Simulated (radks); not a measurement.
Initial-state core-level shifts of the phosphorus ion P3+ when its valence configuration changes from [Ne] 3s2. Method: non-relativistic Kohn-Sham, PBE, spin-polarised, spherical densities, point nucleus; open shells are filled with parallel spins first; computed with a radial shooting solver on a logarithmic mesh with Libxc functionals. Shifts are changes of the shell-averaged eigenvalues in eV (positive: less bound); the change of the density at the nucleus, which sets a Mossbauer isomer shift, is in e/bohr^3, on a base of 2196.

| valence | 1s | 2s | 2p | density at nucleus |
|---|---|---|---|---|
| 3s1.5 3p0.5 | -0.519 | -0.534 | -0.524 | -4.2709 |
| 3s1 3p1 | -0.880 | -0.930 | -0.908 | -8.5870 |
| 3p2 | -2.021 | -2.098 | -2.054 | -17.3986 |
| 3s0.5 3p1.5 | -1.452 | -1.516 | -1.483 | -12.9883 |
